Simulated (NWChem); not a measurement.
System: BH3Se; SMILES B[SeH]

Computed with NWChem. Pople sets run with spherical d functions. Geometry: optimised at PBE-D3(BJ)/def2-SVP. Total energies compare along this basis series because the functional is fixed.

| level | basis functions | energy (Ha) | highest occupied level (eV) | orbital gap (eV) | dipole (D) |
|---|---|---|---|---|---|
| PBE0/STO-3G | 26 | -2400.9652 | -5.76 | 7.53 | 1.20 |
| PBE0/3-21G | 37 | -2416.3451 | -7.88 | 6.55 | 0.88 |
| PBE0/6-31G* | 52 | -2427.5804 | -7.81 | 6.61 | 0.77 |
| PBE0/6-311G** | 80 | -2427.8507 | -7.89 | 6.45 | 0.75 |
